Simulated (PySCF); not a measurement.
Ligands exchanged one at a time, Ga Br-H. Gas-phase values, no solvent. Strings in code marks are SMILES.

Computed with PBE-D3(BJ)/def2-TZVP (PySCF). Excitations are Tamm–Dancoff values on a coarser integration grid. The basis has no diffuse functions, so Rydberg states are missing or too high.

```json
[
 {"species": "0 of 3 Br replaced by H (`[Br][Ga]([Br])[Br]`)", "T1 excitation (TDA) (eV)": "[?]", "HOMO–LUMO gap (eV)": "4.15", "S1–T1 gap (TDA) (eV)": "0.30"},
 {"species": "1 of 3 Br replaced by H (`[Br][GaH][Br]`)", "T1 excitation (TDA) (eV)": "4.50", "HOMO–LUMO gap (eV)": "[?]", "S1–T1 gap (TDA) (eV)": "0.11"},
 {"species": "2 of 3 Br replaced by H (`[GaH2][Br]`)", "T1 excitation (TDA) (eV)": "4.00", "HOMO–LUMO gap (eV)": "4.10", "S1–T1 gap (TDA) (eV)": "0.16"},
 {"species": "3 of 3 Br replaced by H", "T1 excitation (TDA) (eV)": "–", "HOMO–LUMO gap (eV)": "4.68", "S1–T1 gap (TDA) (eV)": "–"}
]
```

Question: Complete the blanks.

Answer: 
- 0 of 3 Br replaced by H (`[Br][Ga]([Br])[Br]`), T1 excitation (TDA) (eV): 4.01
- 1 of 3 Br replaced by H (`[Br][GaH][Br]`), HOMO–LUMO gap (eV): 4.57
